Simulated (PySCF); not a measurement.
InCl, SMILES [Cl][In] (connectivity only; charge and spin as stated), neutral, multiplicity 1. Atoms are numbered in the order given.

```xyz
2

In     0.0000     0.0000    -0.6217
Cl     0.0000     0.0000     1.7919
```
Charge 0, spin multiplicity 1.

Geometry: PBE0-D3(BJ)/def2-TZVP. The def2 effective core potentials stand for the cores of In; spin–orbit coupling is left out.

These are r2SCAN/def2-TZVPD in PySCF values and carry that method's errors.

Isolated molecule, no solvent.

Task: Estimate the frontier levels, gap, dipole moment and polarisability. (The exact figures need the calculation; the answer reports its results.)

Result: 
- highest occupied level = -6.62 eV
- lowest empty level = -2.29 eV
- orbital gap = 4.33 eV
- dipole moment = 3.40 D
- quadrupole, principal values (traceless, Buckingham form, about the centre of nuclear charge) = -7.97, 3.98, 3.98 D·Å
- mean static polarisability = 57.5 bohr³ (8.52 Å³)
- polarisability, principal values = 48.8, 48.8, 74.9 bohr³
